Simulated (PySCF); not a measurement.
**Peak assignment**

Mapped SMILES: `[CH:1]#[C:2][c:3]1[p:4][cH:5][p:6][c:7]([CH2:8][CH3:9])[p:10]1`; H(Xn) means a hydrogen on atom n.

Computed data (PySCF 2.14): shielding tensors at PBE0/pcSseg-1 (GIAO), structure optimised with GFN2-xTB. Relativity neglected, one computed conformer, in vacuum, equivalent nuclei averaged.

References, each an isolated molecule treated in the same way: ¹³C and ¹H against TMS.

Question: Assign these signals to the numbered atoms. ¹³C{¹H} NMR (computed): δ 223.6, 190.3, 188.7, 113.4, 92.3, 41.3, 31.6.

Answer: 
| δ (ppm) | atoms | environment | reason |
| --- | --- | --- | --- |
| 223.6 | C7 | substituted aromatic carbon | – |
| 190.3 | C5 | aromatic CH | – |
| 188.7 | C3 | substituted aromatic carbon | – |
| 113.4 | C1 | terminal alkyne carbon | – |
| 92.3 | C2 | alkyne carbon | sp carbons lie upfield of alkene carbons because the cylindrical π system leaves one tensor component strongly shielded |
| 41.3 | C8 | sp3 CH2 on an aromatic ring | a saturated carbon with 2 carbon neighbours and no heteroatom attached |
| 31.6 | C9 | methyl carbon | aliphatic region, no heteroatom directly attached |

C5 and C3 lie closer than the usual error of such a calculation, so a measured spectrum could show them in the other order.

Question: Assign these signals to the numbered atoms. ¹H NMR (300 MHz, computed): δ 11.05 (m, 1H), 4.88 (s, 1H), 3.67 (m, 2H), 1.41 (t, 3H).

Answer: 
| δ (ppm) | atoms | environment | reason |
| --- | --- | --- | --- |
| 11.05 | H(C5) | hydrogen on an aromatic CH | the ring current deshields protons in the ring plane |
| 4.88 | H(C1) | hydrogen on a terminal alkyne carbon | – |
| 3.67 | H(C8) | hydrogen on an sp3 CH2 on an aromatic ring | – |
| 1.41 | H(C9) | hydrogen on a methyl carbon | – |

Splittings by ³¹P in the carbon and heteronuclear signals aren't shown, as no couplings were computed. Shifts are as computed. Against solution values, carbons near 30 ppm lie about +3 ppm off and those near 130 ppm about +5 ppm. Of 1211 compounds with measured shifts, 218 miss one by over three times the rms of a fit or turn the order of signals round; such compounds aren't used in these exercises. Multiplicities follow the n + 1 count of equivalent neighbours, as no J values were calculated; m marks all less simple cases, F and P coupling included.
